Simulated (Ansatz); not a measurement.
Kohn–Sham single points on BFGeH3N, SMILES `[F][GeH]1[BH][NH]1`.

```yaml
crystal:
  periodic: [false, false, false]
  atoms:
    - {symbol: F, position_ang: [-1.609066, -1.555397, -0.567371]}
    - {symbol: Ge, position_ang: [-0.945908, 0.052567, -0.399091]}
    - {symbol: B, position_ang: [0.398439, 0.413001, 1.048193]}
    - {symbol: N, position_ang: [0.930720, -0.075225, -0.105321]}
    - {symbol: H, position_ang: [-1.259406, 0.702273, -1.751977]}
    - {symbol: H, position_ang: [0.695394, 0.745507, 2.147871]}
    - {symbol: H, position_ang: [1.851028, -0.350726, -0.417906]}
basis:
  gaussian: {orbitals: def2-TZVPP}
hamiltonian: {xc: {name: BLYP}, dispersion: d4}
output: {orbitals: {seedname: orbitals}}
```

```sh
$ ansatz run in.yaml --threads 2 --pin off --events-out ev --progress --plain --max-ram 4352MiB
```

Shortened log:

```
Functional definition: BLYP
1015 factors; their error is unknown
mean field evaluation 1: about -61438.9875 eV, gradient 9.0e1 eV
mean field evaluation 2: about -61361.0706 eV, gradient 1.8e2 eV
mean field evaluation 4: about -61451.7620 eV, gradient 3.1e1 eV
mean field evaluation 8: about -61453.7078 eV, gradient 2.5e-1 eV
mean field evaluation 16: about -61453.6909 eV, gradient 8.8e-5 eV
mean field -61453.69090249 eV, -2258.3814858586 hartree, gradient 2.9e-5 eV, S^2 0.000000; 0 other end points of the search recorded, 0 dependent functions left out
reference -61453.69121994 eV, -2258.3814975246 hartree; 28, 28 occupied and 155, 155 virtual orbitals, 1015 factors
Total energy: -61453.96216927 eV, -2258.3914547290 hartree
```

Hardware: 2 threads of an Intel Xeon 6975P-C on a shared host. Wall time 1.2 s, peak host memory 0.21 GiB.

With the line `hamiltonian: {xc: {name: wB97M-V}}` and forces (abridged; 4.9 s):

```
Functional definition: wB97M-V
mean field evaluation 16: about -61448.3828 eV, gradient 6.3e-5 eV
mean field -61448.38284384 eV, -2258.1864183013 hartree, gradient 6.3e-5 eV, S^2 0.000000
Total energy: -61448.38288892 eV, -2258.1864199579 hartree
Atom 0 force    -0.025323    -0.087950    -0.018851 eV/Å
Atom 1 force    -0.053323     0.166634    -0.102535 eV/Å
Atom 2 force     0.063712     0.043625     0.157558 eV/Å
Atom 3 force     0.108081    -0.038735    -0.034305 eV/Å
Atom 4 force     0.027467    -0.065905     0.115056 eV/Å
Atom 5 force    -0.042255    -0.047183    -0.162742 eV/Å
Atom 6 force    -0.078358     0.029514     0.045819 eV/Å
Dipole moment:     0.344940     0.349474    -0.022475 e Å
```

Changing it to `hamiltonian: {xc: r2scan, dispersion: d4}` and forces (abridged; 2.3 s):

```
Functional definition: r2SCAN
mean field evaluation 16: about -61450.4592 eV, gradient 3.6e-4 eV
mean field -61450.45919052 eV, -2258.2627226345 hartree, gradient 2.8e-5 eV, S^2 0.000000
Total energy: -61450.48674232 eV, -2258.2637351443 hartree
Atom 0 force     0.012114    -0.055207    -0.016789 eV/Å
Atom 1 force    -0.160741     0.112755    -0.013581 eV/Å
Atom 2 force     0.016388     0.039792     0.135254 eV/Å
Atom 3 force     0.053919    -0.038098    -0.063648 eV/Å
Atom 4 force     0.034822    -0.035574     0.006956 eV/Å
Atom 5 force    -0.007612    -0.010997    -0.028998 eV/Å
Atom 6 force     0.051110    -0.012670    -0.019193 eV/Å
Dipole moment:     0.361326     0.327567    -0.030992 e Å
```

Changing it to `hamiltonian: {xc: lda}` (abridged; 0.7 s):

```
Functional definition: SPW92
mean field evaluation 16: about -61329.8667 eV, gradient 8.9e-5 eV
mean field -61329.86671750 eV, -2253.8310309913 hartree, gradient 5.2e-5 eV, S^2 0.000000
Total energy: -61329.86675310 eV, -2253.8310322998 hartree
```

The same input with `hamiltonian: {xc: {name: B97M-V}}` (abridged; 4.6 s):

```
Functional definition: B97M-V
mean field evaluation 16: about -61441.5989 eV, gradient 1.1e-3 eV
mean field -61441.59887213 eV, -2257.9371119394 hartree, gradient 4.6e-5 eV, S^2 0.000000
Total energy: -61441.59892765 eV, -2257.9371139796 hartree
```

Changing it to `hamiltonian: {xc: {name: r2SCAN0}, dispersion: d4}` (abridged; 2.3 s):

```
Functional definition: r2SCAN0
mean field evaluation 16: about -61449.2416 eV, gradient 3.2e-5 eV
mean field -61449.24160625 eV, -2258.2179772378 hartree, gradient 3.2e-5 eV, S^2 0.000000
Total energy: -61449.27449112 eV, -2258.2191857345 hartree
```
